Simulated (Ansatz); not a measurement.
`[OH][Ge][F]` + `[SH][SbH2]` → `[F][Ge][SH]` + `[OH][SbH2]` at 600 K and 1 bar (redistribution).

Calculated with Ansatz (gas phase, PBE0-D4/def2-TZVP geometries, no zero-point term in ΔE). CBS: MP2 limit from def2 TZ/QZ plus the TZ coupled-cluster correction, frozen cores. def2 core potentials past Kr. For Ge, Sb outer-core shells are correlated without core-valence functions, which leaves a few kJ/mol of doubt a bond. Scalar relativity is left out up to krypton. One conformer a species, not always the lowest.

```json
{"species": "`[OH][Ge][F]`", "CCSD(T)/CBS energy (Eh)": "-2251.74560", "H − E (kJ/mol)": "72.2", "S (J/(mol·K))": "324.3"}
{"species": "`[SH][SbH2]`", "CCSD(T)/CBS energy (Eh)": "-639.59431", "H − E (kJ/mol)": "95.1", "S (J/(mol·K))": "342.0"}
{"species": "`[F][Ge][SH]`", "CCSD(T)/CBS energy (Eh)": "-2574.33845", "H − E (kJ/mol)": "64.0", "S (J/(mol·K))": "342.3"}
{"species": "`[OH][SbH2]`", "CCSD(T)/CBS energy (Eh)": "-316.98030", "H − E (kJ/mol)": "103.5", "S (J/(mol·K))": "324.2"}
```

H − E and S are ideal-gas, rigid-rotor, harmonic terms from PBE0-D4/def2-TZVP, for one conformer and one mirror image of each species. 1 Eh = 2625.50 kJ/mol, R = 8.31446 J/(mol·K).

Q: By hand: ΔE, ΔH, ΔS and ΔG.

A: ΔE = (-2574.33845) + (-316.98030) − (-2251.74560) − (-639.59431) = 0.02116 Eh = 55.6 kJ/mol. Δ(H − E) = 64.0 + 103.5 − 72.2 − 95.1 = 0.2, so ΔH = 55.8 kJ/mol. ΔS = 342.3 + 324.2 − 324.3 − 342.0 = 0.2 J/(mol·K). ΔG = 55.8 − 600 × (0.2)/1000 = 55.7 kJ/mol.

Q: By hand: the equilibrium constant, and the temperature at which ΔG would vanish if ΔH and ΔS stayed fixed.

A: log₁₀ K = −ΔG/(RT ln 10) = -4.8. ΔG = 0 at ΔH/ΔS = 279000 K, far beyond where these terms or the molecules hold.

The number of gas molecules stays the same, so ΔS is small and ΔH decides. A doubt of 5 kJ/mol in ΔE shifts log₁₀ K by 0.4 here. Other conformers and mirror images would add mixing entropy, several J/(mol·K) or more a flexible species. These are equilibria of isolated gas molecules and say nothing of rates. Largest T1 diagnostic: 0.015 (customary marks: 0.02 for closed shells, 0.045 for open ones).
